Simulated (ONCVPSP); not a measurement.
## What the settings do to the ONCV potential of S (Z = 16)

Base potential:

- Element: S (Z = 16)
- Generator: ONCVPSP 4.0.1
- Type: optimised norm-conserving Vanderbilt (ONCV)
- Functional: LDA (Perdew-Zunger)
- Relativity: non-relativistic
- Frozen core: [He]
- Valence charge: 14
- Reference configuration: 2s2 2p6 3s1 3p5
- Partial waves: 2s+3s: rc 0.80 bohr, ncon 4, nbas 8, qcut 19 1/bohr, 2 projectors; 2p+3p: rc 0.65 bohr, ncon 5, nbas 8, qcut 18.6 1/bohr, 2 projectors; d scattering state at 0.45 Ha: rc 0.90 bohr, ncon 4, nbas 7, qcut 9 1/bohr, 3 projectors, debl 0.9 Ha
- Local potential: polynomial inside 0.50 bohr (lpopt 5, dvloc0 3 Ha)
- Core correction: polynomial model core, fcfact 0.7

All-electron outer shells of the reference configuration (LDA (Perdew-Zunger), non-relativistic, ld1.x):

```
shell  level (eV)  outermost node (bohr)  outermost maximum (bohr)
   1s    -2390.27                      –                      0.06
   2s     -210.88                   0.13                      0.39
   2p     -157.84                      –                      0.33
   3s      -17.83                   0.60                      1.40
   3p       -7.66                   0.58                      1.59
```

Cutoffs, loose and tight: the cutoffs (Ha) at which the residual kinetic energy of the hardest occupied pseudo-wave falls to 1 and 0.1 mHa per electron. They do not see the model core or the augmentation charge, which bear on the density cutoff. Test errors are all-electron minus pseudo excitation energies from the reference, over the configurations 2s2 2p6 3s2 3p4; 2s2 2p6 3s2 3p3; 2s2 2p6 3s2 3p2; 2s2 2p6 3s2 3p0. A dash means not determined; rows that change the core or the reference have their own tests.

A true bound ghost makes a file unfit for plane-wave use even where its test errors are small: the radial tests pick states by their node count and pass the ghost by.

```tsv
change	outcome	cutoff, loose	cutoff, tight	bound ghosts	GHOST(+) flags above zero	largest test error (meV)
base	generated	222 Ha	436 Ha	d	d	+27
local potential polynomial inside 0.40 bohr (lpopt 1, dvloc0 1 Ha)	generated	222 Ha	436 Ha	d	none	+27
core correction polynomial model core, fcfact 0.18	generated	222 Ha	436 Ha	d	d	+28
core correction none	generated	222 Ha	436 Ha	d	d	+28
local potential polynomial inside 0.50 bohr (lpopt 5, dvloc0 6 Ha)	generated	222 Ha	436 Ha	d	d	+27
p: nproj 3	generated	222 Ha	436 Ha	d	p, d	+27
s: rc 0.78	generated	222 Ha	436 Ha	d	d	+27
```

**Question.** What comes out with this change to the base: all radii but the core radius scaled by about 1.20 (s 0.96, p 0.78, d 1.08 bohr); local potential polynomial inside 0.60 bohr (lpopt 5, dvloc0 3 Ha)?

**Answer.** outcome: generated; cutoff, loose: 149 Ha; cutoff, tight: 167 Ha; bound ghosts: d; GHOST(+) flags above zero: d; largest test error (meV): +35.

**Question.** What comes out with this change to the base: core [Ne], valence charge 6; reference 3s2 3p3; waves now 3s: rc 1.10 bohr, ncon 4, nbas 8, qcut 5.1 1/bohr, 2 projectors, debl 3.3 Ha; 3p: rc 1.35 bohr, ncon 4, nbas 9, qcut 6.3 1/bohr, 2 projectors, debl 2.1 Ha; d scattering state at 0.02 Ha: rc 1.30 bohr, ncon 4, nbas 9, qcut 6.7 1/bohr, 3 projectors, debl 1.1 Ha; local potential polynomial inside 0.75 bohr (lpopt 5, dvloc0 4 Ha)?

**Answer.** outcome: generated; cutoff, loose: 113 Ha; cutoff, tight: 146 Ha; bound ghosts: s, d; GHOST(+) flags above zero: none; largest test error (meV): +37.
